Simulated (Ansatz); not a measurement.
Cartesian coordinates in Å:
```
C -0.566 -1.361 -0.353
N 0.567 -0.534 -0.026
C 0.368 0.683 0.189
Se 1.824 1.826 0.625
H -1.518 -0.812 -0.380
H -0.399 -1.829 -1.327
H -0.643 -2.169 0.379
H -0.614 1.173 0.147
H 0.981 3.022 0.746
```

The species carries charge 0 and has multiplicity 1.

Q: List the r2SCAN/def2-TZVPP orbital energies in eV (Ansatz). (Best estimate.)

A: The calculation gave: Occupied: -12334.45, -1575.10, -1412.35, -1412.32, -1412.27, -385.37, -274.97, -273.78, -211.23, -154.71, -154.60, -154.40, -55.08, -55.06, -54.90, -54.82, -54.80, -24.54, -19.59, -17.80, -14.55, -12.56, -11.46, -11.21, -9.92, -8.73, -8.48, -6.35, -5.94. Lowest empty: -1.12, -0.70, 0.66, 1.89, 2.52, 3.16, 3.54, 3.63.
